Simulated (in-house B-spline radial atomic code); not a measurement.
# PBE hybrid excitations of neutral calcium

Method: PBE hybrid with 0.7 exact exchange. Computed with a B-spline radial code for spherical atoms: linear response of the closed shell [Ar] 4s2 with the functional's adiabatic kernel; scalar-relativistic (spin-free one-electron X2C), finite nucleus, no spin-orbit coupling, no double excitations, S, P, D and F terms only; shells from n = 2 respond.

Command:
```bash
python run_td.py task.json out
```
Settings (radii: box in bohr, nucleus in fm):
```
Z                        20
electrons                20
configuration            [Ar] 4s2
hamiltonian              x2c
method                   pbeh
box_radius               75
exact_exchange_fraction  0.7
rms_radius               3.4776
intervals                78
```

Cost of the run: 1.6 s on 1 thread of Arm Neoverse N1 (shared host).

The lowest states, in the order of their Tamm-Dancoff energies; the method's threshold (minus the highest occupied level) is 5.332 eV. Labels give the largest channel, * marks a mixed state, and oscillator strengths are full-response dipole values. Measured ¹D terms are left out, since they can mix with doubly excited terms. Semilocal kernels can invert the small singlet-triplet splittings of Rydberg terms. Energies in eV:

| state | full response | Tamm-Dancoff | oscillator strength | measured (J-weighted term) |
| --- | --- | --- | --- | --- |
| 4s → 4p 3P | 1.197 | 1.495 | - | 1.892 |
| 4s → 3d 3D | 2.099 | 2.156 | - | 2.524 |
| 4s → 3d 1D | 2.735 | 2.760 | - | - |
| 4s → 4p 1P | 2.922 | 3.066 | 1.91 | 2.933 |
| 4s → 5s 3S | 3.764 | 3.772 | - | 3.910 |
| 4s → 5s 1S | ? | ? | - | ? |
| 4s → 5p 3P | ? | ? | - | ? |
| 4s → 5p 1P | 4.437 | 4.458 | 0.0467 | 4.554 |
| 4s → 4d 1D | 4.469 | 4.471 | - | - |
| 4s → 4d 3D | 4.470 | 4.473 | - | 4.681 |

(1) Where does 4s → 5p 3P lie?

(2) Where does 4s → 5s 1S lie?

(3) How large is the singlet-triplet splitting of 4s → 3d (D terms) in Tamm-Dancoff?

(4) What polarisabilities and dispersion coefficient does the method give?

Answers

(1) At 4.322 eV in full response, 4.328 eV in Tamm-Dancoff; measured 4.534 eV.

(2) At 4.002 eV in full response, 4.007 eV in Tamm-Dancoff; measured 4.131 eV.

(3) 0.604 eV, from the unrounded values.

(4) Dipole 171.9 bohr³, quadrupole 3096 bohr⁵, C6 2486 hartree·bohr⁶ for two such species. Recommended dipole value: 160.8 ± 4 bohr³ (Schwerdtfeger and Nagle, table of static dipole polarizabilities (2023 update)), which includes relativity and correlation.
